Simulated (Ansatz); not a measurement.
AsP3, relaxed as a singlet with RKS r2SCAN-D4/def2-SVP in Ansatz, starting from the GFN2-xTB geometry. Force threshold 0.02 eV/Å.

The restricted singlet is unstable towards broken spin symmetry at other levels; at r2SCAN-D4/def2-SVP this wasn't settled. Another isomer (singlet) lies 2.30 eV lower at PBE0-D4/def2-TZVP; other spin states weren't run for this one.

Start:

```xyz
4

P     0.612    0.918   -1.326
P     0.855   -0.831   -0.146
P    -1.120    0.364   -0.234
As   -0.348   -0.451    1.706
```

```json
{"step": "1", "energy (eV)": "-88688.6937", "largest force component (eV/Å)": "0.740", "SCF passes": "28"}
{"step": "2", "energy (eV)": "-88688.7290", "largest force component (eV/Å)": "0.252", "SCF passes": "30"}
{"step": "3", "energy (eV)": "-88688.7337", "largest force component (eV/Å)": "0.051", "SCF passes": "31"}
{"step": "4", "energy (eV)": "-88688.7340", "largest force component (eV/Å)": "0.009", "SCF passes": "31"}
```

Force components are those of the run's own axes.

End:

```csv
atom,x (Å),y (Å),z (Å)
P1,0.6117,0.9147,-1.3392
P2,0.8928,-0.8431,-0.1425
P3,-1.1495,0.3908,-0.2327
As4,-0.3549,-0.4624,1.7144
```

By distances, no bond broke or formed. The bond that changes most is P2–P3, from 2.31 to 2.39 Å (atoms count from 1).

No frequencies were taken in this run, so the end may be a saddle point.

Hardware: 4 threads of Arm Neoverse V2 on a shared host. Wall time 6.5 s.
